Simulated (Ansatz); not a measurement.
Geometry optimisation, RKS B3LYP/def2-SVP (Ansatz 0.2.0).

Input:

```yaml
crystal:
  periodic: [false, false, false]
  atoms:
    - { symbol: Ti, position_ang: [0.0, 0.0, 0.0] }
    - { symbol: "N", position_ang: [0.0, 0.0, 2.06] }
    - { symbol: H, position_ang: [-0.877, -0.2713, 2.59] }
    - { symbol: H, position_ang: [0.877, 0.2713, 2.59] }
    - { symbol: O, position_ang: [1.8106, 0.0, -0.6394] }
    - { symbol: H, position_ang: [2.1269, -0.9521, -0.756] }
    - { symbol: F, position_ang: [-0.8619, 1.4933, -0.6094] }
    - { symbol: F, position_ang: [-0.8619, -1.4933, -0.6094] }
basis:
  gaussian: { orbitals: def2-SVP }
hamiltonian:
  xc: b3lyp
relax:
  f_tol: 0.02
  max_steps: 40
```

Launched with:

```bash
$ ansatz run input.yaml --threads 4 --pin off --max-ram 5120MiB --backend cpu --events-out ev --progress --plain --runs-dir out
```

Question: Where does it end, and by what steps?

Answer: The forces met the threshold. After 12 steps the energy has fallen by 0.974 eV; H6 moved furthest, 0.54 Å.

```
step  energy less start (eV)  largest force component (eV/Å)  accepted
   0                  0.0000                           2.375       yes
   1                 -0.8589                           0.935       yes
   2                 -0.9153                           0.399       yes
   3                 -0.9355                           0.249       yes
   4                 -0.9564                           0.208       yes
   5                 -0.9661                           0.161       yes
   6                 -0.9691                           0.364       yes
   7                 -0.9725                           0.181       yes
   8                 -0.7103                           3.076        no
   9                 -0.9737                           0.136       yes
  10                 -0.9739                           0.099       yes
  11                 -0.9742                           0.022       yes
  12                 -0.9743                           0.004       yes
```

```xyz
8
Properties=species:S:1:pos:R:3
Ti 0.018 -0.101 0.098
N -0.028 0.002 1.957
H -0.880 0.117 2.504
H 0.791 -0.028 2.562
O 1.715 -0.228 -0.381
H 2.302 -0.550 -1.075
F -0.773 1.316 -0.590
F -0.930 -1.480 -0.450
```

Whether the end is a true minimum wasn't checked by a vibrational analysis.

Time of the run: 28 s on 4 threads of Arm Neoverse V1, on a shared host, peak memory 0.24 GiB.
